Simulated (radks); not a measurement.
The holmium anion Ho- inside a hard spherical wall (all orbitals vanish at R), configuration held at [Xe] 4f12 6s2 and not refilled when levels cross. Calculated with a radial shooting solver on a logarithmic mesh with Libxc functionals: scalar-relativistic Kohn-Sham, PBEsol, spin-polarised, spherical densities, finite nucleus; open shells are filled with parallel spins first (spin-orbit coupling, left out, can overturn this in heavy ions); Fermi nuclear charge, rms radius 5.2022 fm. Eigenvalues in eV for spin up, with the zero of energy where the potential of the charges vanishes at infinity; a dash marks a level that is unbound or too diffuse for the functional's potential to be trusted. A positive occupied level is held by the wall or, in an anion where self-interaction has pushed it up, behind a barrier. The pressure on the wall is -dE/dV.

R (bohr)  E (hartree)  kinetic (hartree)    e(5s)    e(5p)   e(6s)   e(4f)  e(6p, empty)  e(7s, empty)  pressure (GPa)
15        -12611.0560          13635.027  -45.741  -21.310  -0.198   1.544             -             -          0.0680
7         -12610.8993          13635.267  -39.143  -15.060   3.851   8.577         7.122        15.908            3.74
6         -12610.7853          13635.580  -37.198  -13.229   5.963  10.618        10.247        23.783            10.5
5         -12610.5290          13636.328  -34.383  -10.619  10.133  13.651        16.313        38.570            36.7
3.5       -12608.9197          13641.741  -25.106   -1.821  31.171  24.376        44.459        101.61             482
2.5       -12602.1716          13664.573   -3.910   21.229  96.876  50.034        122.11        257.93            5660
2         -12588.3724          13707.709   28.046   58.524  202.16  83.960        238.60        477.01           27400
